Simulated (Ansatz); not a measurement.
Cartesian coordinates in Å:
```
C -0.370 -1.654 0.898
Sn 0.067 0.365 0.433
C 0.223 1.124 -1.538
F -1.332 1.393 1.264
Cl 1.993 0.973 1.594
H -1.317 -1.939 0.442
H 0.428 -2.299 0.532
H -0.443 -1.742 1.982
H 0.371 2.201 -1.474
H -0.693 0.911 -2.089
H 1.073 0.667 -2.044
```

Charge 0, multiplicity 1. Sn takes the def2 core potential.

Question: List the ωB97M-V/def2-TZVPP orbital energies in eV (Ansatz 0.2.0). (An estimate is asked.)

Answer: Computed: Occupied: -2771.47, -676.05, -281.99, -281.99, -261.85, -199.32, -199.20, -199.20, -143.73, -98.37, -98.32, -98.20, -34.50, -32.04, -31.90, -31.87, -31.81, -31.41, -24.98, -22.82, -22.52, -16.56, -14.75, -14.62, -14.50, -14.43, -13.44, -13.43, -13.29, -11.71, -11.70, -11.23, -10.62. Lowest empty: 1.23, 1.81, 1.98, 2.30, 3.32, 3.71, 3.77, 4.37.
